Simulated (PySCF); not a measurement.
Sb(Br)(TeH)2 (BrH2SbTe2), SMILES [Br][Sb]([TeH])[TeH].

Coordinates come from a PBE0-D3(BJ)/def2-SVP optimisation. The def2 effective core potentials stand for the cores of Sb, Te; spin–orbit coupling is left out.

Method: PBE/def2-TZVP (PySCF).

```
Item                                                                                                               Value
---------------------------------------------------------------------------------------------  -------------------------
total energy                                                                                         -3351.36131 hartree
highest occupied level                                                                                          -5.68 eV
lowest empty level                                                                                              -2.82 eV
orbital gap                                                                                                      2.86 eV
dipole moment                                                                                                     1.96 D
quadrupole, principal values (traceless, Buckingham form, about the centre of nuclear charge)     -10.64, 3.26, 7.38 D·Å
mean static polarisability                                                                        151.3 bohr³ (22.42 Å³)
polarisability, principal values                                                               110.9, 161.0, 181.9 bohr³
```
